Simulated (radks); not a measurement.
All-electron atom: P8+ in [He] 2s2 2p3 (the NIST ground configuration). Method: Dirac Kohn-Sham, LB94 model potential, spin-unpolarised, spherical densities, finite nucleus; open shells fill j = l - 1/2 first; Fermi nuclear charge, rms radius 3.1889 fm; computed with a radial shooting solver on a logarithmic mesh with Libxc functionals.

Unscreened Slater integrals over Kohn-Sham orbitals (cm^-1). Large and small components are both included.

integral           value
F0(2p3/2,2p3/2)   471580
F2(2p3/2,2p3/2)   221650
F0(2p3/2,2p1/2)   472580
G2(2p3/2,2p1/2)   221640
F0(2p3/2,2s1/2)   437470
G1(2p3/2,2s1/2)   254840
F0(2p3/2,1s1/2)   649750
G1(2p3/2,1s1/2)   104460
F0(2p1/2,2p1/2)   473590
F0(2p1/2,2s1/2)   438220
G1(2p1/2,2s1/2)   254630
F0(2p1/2,1s1/2)   652990
G1(2p1/2,1s1/2)   105170
F0(2s1/2,2s1/2)   415230
F0(2s1/2,1s1/2)   583090
G0(2s1/2,1s1/2)    51540
F0(1s1/2,1s1/2)  2005100
